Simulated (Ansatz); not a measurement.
One change: `CO[SiH2][NH][GeH3]` becomes `CO[SiH2]SC`.

Ansatz, PBE0-D4/def2-TZVP geometries, multiplicity 1. Each molecule was computed in one conformer, which needn't be the lowest.

Scalar relativity is left out up to krypton.

| property | `CO[SiH2][NH][GeH3]` |
| --- | --- |
| HOMO–LUMO gap (ωB97M-V/def2-TZVPP) / eV | 11.81 |
| size of the dipole moment (PBE/def2-TZVPP) / D | 0.27 |
| LUMO energy (B3LYP/def2-TZVPP) / eV | 0.04 |
| size of the dipole moment (B3LYP/def2-TZVPP) / D | 0.23 |
| HOMO energy (PBE/def2-TZVPP) / eV | -6.21 |
| HOMO energy (ωB97M-V/def2-TZVPP) / eV | -9.90 |

**Question.** What does the change do to each property? (Estimate.)

**Answer.** Computed: 
| property | `CO[SiH2]SC` | shift |
| --- | --- | --- |
| HOMO–LUMO gap (ωB97M-V/def2-TZVPP) / eV | 11.42 | -0.39 |
| size of the dipole moment (PBE/def2-TZVPP) / D | 1.21 | 0.94 |
| LUMO energy (B3LYP/def2-TZVPP) / eV | 0.17 | 0.13 |
| size of the dipole moment (B3LYP/def2-TZVPP) / D | 1.16 | 0.93 |
| HOMO energy (PBE/def2-TZVPP) / eV | -5.85 | 0.36 |
| HOMO energy (ωB97M-V/def2-TZVPP) / eV | -9.26 | 0.64 |

With PBE0 the HOMO rises by 0.51 eV and the LUMO rises by 0.13 eV, so the gap narrows by about 0.38 eV. PBE moves the HOMO by 0.36 eV and ωB97M-V by 0.64 eV. Dipoles are sizes alone; their direction can turn.

B3LYP here is the variant with VWN-RPA as its local correlation; programs differ in this.
